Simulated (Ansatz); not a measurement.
`[AlH2][SeH]` + `[NH2][AlH2]` → `[AlH2][NH][AlH2]` + H₂Se  (ligand exchange at the Al–Se bond)

Program: Ansatz. Geometries: PBE0-D4/def2-TZVP. ΔE: electronic, gas phase. CBS: MP2 limit from def2 TZ/QZ plus the TZ coupled-cluster correction, frozen cores. This one scheme is used for every species. DFT in def2-TZVPP. For Se outer-core shells are correlated without core-valence functions, which leaves a few kJ/mol of doubt a bond. Scalar relativity is left out up to krypton.

```tsv
level	ΔE (kcal/mol)	difference from CCSD(T)/CBS
r2SCAN-D4	7.6	0.2
PBE	8.7	1.3
r2SCANh	7.9	0.5
BHLYP	7.2	-0.2
RPA@PBE/def2-TZVPP	5.2	-2.2
HF/def2-SVP	6.4	-1.0
MP2/def2-QZVPP	7.2	-0.2
SCS-MP2/def2-QZVPP	6.5	-0.9
MP2/CBS(def2)	7.8	0.4
CCSD/CBS(def2)	7.5	0.1
CCSD(T)/CBS	7.4	0
```

Largest T1 diagnostic among the species: 0.012.

At CCSD(T), def2-SVP lies −2.6 kcal/mol from the extrapolated value and def2-TZVPP −1.2 kcal/mol. In def2-TZVPP, CCSD(T) changes the Hartree–Fock value by −1.4 kcal/mol (the triples alone add −0.1 kcal/mol) and MP2 by −1.0 kcal/mol. Leaving LDA and LC-ωPBE aside and taking each functional with its dispersion term where it has one, the values, not all of them listed here, spread over 2.7 kcal/mol, from CAM-B3LYP-D4 to HSE06-D4. LDA lies −0.9 kcal/mol from PBE without D4.
